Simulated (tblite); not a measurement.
Species: C8H11ClSi.
Atom-mapped SMILES: `[CH3:1][C:2]#[C:3][C:4]1=[CH:5][CH2:6][Si@H:7]([Cl:8])[CH2:9][CH2:10]1` (hydrogens: H11, H12, H13 on C1; H14 on C5; H15, H16 on C6; H17 on Si7; H18, H19 on C9; H20, H21 on C10)

Computed geometry: GFN2-xTB, gas phase.

(1) List the bond lengths, angles and torsions at this level.

## Answers

(1) 
```csv
bond,length (Å),order
C1–C2,1.446,single
C2≡C3,1.203,triple
C3–C4,1.413,single
C4=C5,1.337,double
C5–C6,1.493,single
C6–Si7,1.909,single
Si7–Cl8,2.029,single
Si7–C9,1.905,single
C9–C10,1.537,single
C4–C10,1.506,single
"C1–H11, C1–H12, C1–H13",1.090,single
C5–H14,1.081,single
C6–H15,1.095,single
C6–H16,1.089,single
Si7–H17,1.464,single
C9–H18,1.091,single
C9–H19,1.091,single
C10–H20,1.092,single
C10–H21,1.094,single
```

Bonds in one row agree within 0.01 Å and their mean is given. Orders are formal, as drawn. A selection of angles:
```csv
angle,degrees
C1–C2–C3,179.3
C2–C3–C4,178.0
C3–C4–C5,121.4
C3–C4–C10,117.0
C5–C4–C10,121.6
C4–C5–C6,122.3
C5–C6–Si7,109.2
C6–Si7–Cl8,110.1
C6–Si7–C9,103.3
Cl8–Si7–C9,111.1
Si7–C9–C10,110.3
C4–C10–C9,111.2
```

Dihedral angles: C3–C4–C5–C6 -179° (antiperiplanar); C4–C5–C6–Si7 -48° (synclinal); C5–C6–Si7–Cl8 155° (antiperiplanar); C6–Si7–C9–C10 11° (synperiplanar); Si7–C9–C10–C4 -55° (synclinal); C3–C4–C10–C9 -121° (anticlinal).

Si7 (chlorine-bound silicon) is distorted tetrahedral (angles from 103.3° to 112.1°). Of the pairs four or more bonds apart, C6···H21 is among the closest relative to their van der Waals radii: 2.90 Å, 100 % of the sum of Bondi's values. The 6-membered ring C4–C5–C6–Si7–C9–C10 has internal angles of 103.3° to 122.3°; it is puckered, 0.29 Å rms from its mean plane, widest ring torsion 58°. The C–C distances run from 1.203 Å (C2≡C3, drawn triple) to 1.537 Å (C9–C10, drawn single), a spread of 0.334 Å.

Point group: C1 (no symmetry element, even within 0.4 Å). Its GFN2-xTB frequencies are all real (lowest 15 cm⁻¹). The numbers are those of one conformer.
